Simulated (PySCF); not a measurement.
All values below come from PySCF 2.14.0 with TPSSh-D3(BJ)/def2-TZVP // CAM-B3LYP-D3(BJ)/def2-TZVP. All species are isolated molecules in the gas phase. One relaxed conformer stands for a flexible species; it need not be the lowest. Delta-SCF ions had no search for a lower state. Excitations are Tamm–Dancoff values on a coarser integration grid. The basis has no diffuse functions, so Rydberg states are missing or too high.

Reference species (SMILES): `BC(=C)CC#N` (neutral, multiplicity 1).

```json
{
  "T1 excitation (TDA)": "3.60 eV",
  "vertical ionisation energy (Delta-SCF)": "10.62 eV",
  "HOMO–LUMO gap": "5.25 eV"
}
```

After one change: the T1 excitation (TDA) rises by 0.16 eV; the vertical ionisation energy (Delta-SCF) drops by 0.79 eV; the HOMO–LUMO gap falls by 0.09 eV.

What was changed between the two runs? The new species is one of these.
A. `BCC(=C)C#N`
B. `B/C=C(\C)C#N`
C. `B/C=C\CC#N`
D. `B/C(C#N)=C/C`

A, `BCC(=C)C#N`
